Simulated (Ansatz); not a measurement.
CH$_{5}$BSe, SMILES `B[Se]C` from Hartree–Fock to CCSD(T)

```xyz
8

B     0.558   -0.574    1.466
Se   -0.991    0.188    0.710
C    -0.467    0.460   -1.149
H     1.527   -0.764    0.797
H     0.501   -0.843    2.626
H     0.557    0.119   -1.279
H    -0.546    1.520   -1.383
H    -1.140   -0.108   -1.789
```

Charge 0, multiplicity 1. Correlated methods include outer-core shells of Se, which these sets cover unevenly. Scalar relativity is left out up to krypton. All single points use the PBE0-D4/def2-TZVP geometry. Frozen core, restricted reference, the Gaussian-basis code of Ansatz.

| basis | HF (Eh) | MP2 corr. |
| --- | --- | --- |
| def2-SVP | -2464.96540 | -0.47097 |
| def2-TZVPP | -2465.33623 | -0.56064 |
| def2-QZVPP | -2465.38664 | -0.88120 |

(1) Estimate the CCSD correlation energy and the (T) correction in each basis where they were run (hartree).

## Answers

(1) 
```json
{"basis": "def2-SVP", "CCSD corr.": "-0.50507", "(T)": "-0.01488"}
{"basis": "def2-TZVPP", "CCSD corr.": "-0.59217", "(T)": "-0.02307"}
{"basis": "def2-QZVPP", "CCSD corr.": "-0.88599", "(T)": "-0.02846"}
```
